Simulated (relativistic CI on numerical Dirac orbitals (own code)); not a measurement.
## Sensitivity of the levels of Ru XV to α and to the nuclear radius

Computed by Dirac-Coulomb-Breit CI, orbitals from a KLI potential per configuration, derivatives by finite differences, unscaled Slater integrals, QED left out (own radial code, finite nucleus).

Configuration list (outside the closed core [Ar] 3d10): 4s2, 4s.4p, 4p2, 4s.4d, 4d2, 4s.4f, 4p.4d, 4f2. Levels of other configurations are missing.

With x = (α/α₀)² − 1 an excitation energy changes as ω = ω₀ + qx; K = 2q/ω₀ is the relative enhancement. Terms are leading LS components, so labels can repeat. The field-shift factor is F = δν/δ⟨r²⟩ for the transition from the lowest level.

Lowest level 4s2 1S_0.

```tsv
Level	ω₀ (cm⁻¹)	q (cm⁻¹)	K	F (GHz/fm²)
4s.4p 3P°_0	225532	10950	0.0971	-47.2
4s.4p 3P°_1	235723	18870	0.16	-47.4
4s.4p 3P°_2	266576	54610	0.41	-48
4s.4p 1P°_1	343655	48490	0.282	-48.7
4p2 3P_0	530269	31520	0.119	-96.4
4p2 3P_1	557043	67770	0.243	-97.2
4p2 1D_2	558918	67350	0.241	-93.9
4p2 3P_2	597154	108700	0.364	-95.4
4p2 1S_0	651129	104000	0.319	-96.5
4s.4d 3D_1	723580	58580	0.162	-47
4s.4d 3D_2	726204	61090	0.168	-47
4s.4d 3D_3	730515	65550	0.179	-47
4s.4d 1D_2	792188	66050	0.167	-52.8
```

At this charge energies of transitions that change n are usually good to better than 1 %, and those within a shell (Δn = 0) to a few per cent.
